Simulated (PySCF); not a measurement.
# The electron affinity along the 3d series

All values are computed (PySCF 2.14, energy differences of UHF-based or UKS calculations, no spin-orbit coupling). Values in eV. The last column holds reference values (measured affinities from photodetachment; the arrow runs from anion to atom). Unmarked ones compare directly (S terms, centres of terms, or small fine structure); those marked * lie between the lowest fine-structure levels and include a spin-orbit shift.

| element | configurations | LDA | PBE | PBE0 | MP2 (valence) | SCS-MP2 (valence) | CCSD(T) (valence) | reference |
| --- | --- | --- | --- | --- | --- | --- | --- | --- |
| Ti (aug-cc-pVTZ, non-relativistic) | [Ar] 3d3 4s2 → [Ar] 3d2 4s2 | 1.110 | 0.905 | 0.516 | -0.611 | -1.071 | -0.178 | 0.076 * |
| V (aug-cc-pVTZ, non-relativistic) | [Ar] 3d4 4s2 → [Ar] 3d3 4s2 | 1.708 | 1.365 | 0.957 | -0.045 | -0.745 | 0.312 | 0.528 * |
| Cr (aug-cc-pVTZ, non-relativistic) | [Ar] 3d5 4s2 → [Ar] 3d5 4s1 | 0.668 | 0.421 | 0.300 | 0.129 | 0.227 | 0.596 | 0.676 |
| Fe (aug-cc-pVTZ, non-relativistic) | [Ar] 3d7 4s2 → [Ar] 3d6 4s2 | 1.270 | 1.133 | 0.452 | -0.082 | -0.060 | -0.026 | 0.153 * |
| Co (aug-cc-pVTZ, non-relativistic) | [Ar] 3d8 4s2 → [Ar] 3d7 4s2 | 1.975 | 1.644 | 0.919 | 0.709 | 0.578 | 0.543 | 0.662 * |
| Ni (aug-cc-pVTZ, non-relativistic) | [Ar] 3d9 4s2 → [Ar] 3d8 4s2 | 2.632 | 2.082 | 1.332 | 1.545 | 1.237 | n/a | 1.157 * |
| Cu (aug-cc-pVTZ-PP with ECP10MDF, ECP) | [Ar] 3d10 4s2 → [Ar] 3d10 4s1 | 1.584 | 1.357 | 1.066 | 0.869 | 0.910 | 1.176 | 1.236 |

The highest occupied level of the anion is positive for Ti⁻ at LDA, PBE, PBE0; V⁻ at LDA, PBE, PBE0; Cr⁻ at LDA, PBE, PBE0; Fe⁻ at LDA, PBE, PBE0; Co⁻ at LDA, PBE, PBE0; Ni⁻ at LDA, PBE, PBE0; Cu⁻ at LDA, PBE, PBE0, so there the basis helps to hold the electron.

"Valence" correlates the outer s and p shells and, in groups 3 to 12 and the f block, the outer d or f shell, open or full, or the next shell where the ion has no valence electron left; the wider scheme adds the next inner shell.
